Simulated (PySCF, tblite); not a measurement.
Isomers of C6H11Si (doublet state). Computed with GFN2-xTB (tblite): harmonic, unscaled wavenumbers at the GFN2-xTB geometry, gas phase. This tight-binding method is rough: wavenumbers can miss measured ones by several per cent, in bad cases by 10 to 20. Modes of hydrogen on silicon can be 10 to 20 % off. One conformer each. Open shells enter through the occupations alone, without spin polarisation, and single modes of such species can be off by tens of per cent.

Electronic energies: B3LYP/pcH-1 single points on the GFN2-xTB geometries (PySCF, gas phase).

| SMILES | electronic energy, lowest = 0 (kcal/mol) |
| --- | --- |
| C=[C]C[Si@@H]1C[C@H]1C | 17.8 |
| C=CC[Si]1C[C@@H]1C | 0.0 |
| [SiH3]C[C]1C[C@@H]2C[C@H]12 | 17.3 |

Task: How do GFN2-xTB zero-point energies change the relative energies?

Result: 
```tsv
SMILES	ZPE (kcal/mol)	of it from modes above 1550 cm⁻¹	electronic (kcal/mol)	with ZPE, lowest = 0 (kcal/mol)	lowest mode (cm⁻¹)	rings
C=CC[Si]1C[C@@H]1C	93.9	50.1	0.0	0.0	10i	1
[SiH3]C[C]1C[C@@H]2C[C@H]12	89.3	44.1	17.3	12.8	60	2
C=[C]C[Si@@H]1C[C@H]1C	90.4	48.7	17.8	14.3	31	1
```

The zero-point energies span 4.6 kcal/mol, from `[SiH3]C[C]1C[C@@H]2C[C@H]12` to `C=CC[Si]1C[C@@H]1C`. Slightly imaginary modes are left out of the zero-point energy: `C=CC[Si]1C[C@@H]1C` 10.0i cm⁻¹. The order is unchanged.

Task: And how do the electronic energies of GFN2-xTB itself compare?

Result: `C=CC[Si]1C[C@@H]1C` 26.3; `[SiH3]C[C]1C[C@@H]2C[C@H]12` 0.0; `C=[C]C[Si@@H]1C[C@H]1C` 43.9 kcal/mol, lowest = 0. Against the energies above, taken from the same isomer `C=CC[Si]1C[C@@H]1C`, the largest difference is 43.6 kcal/mol.
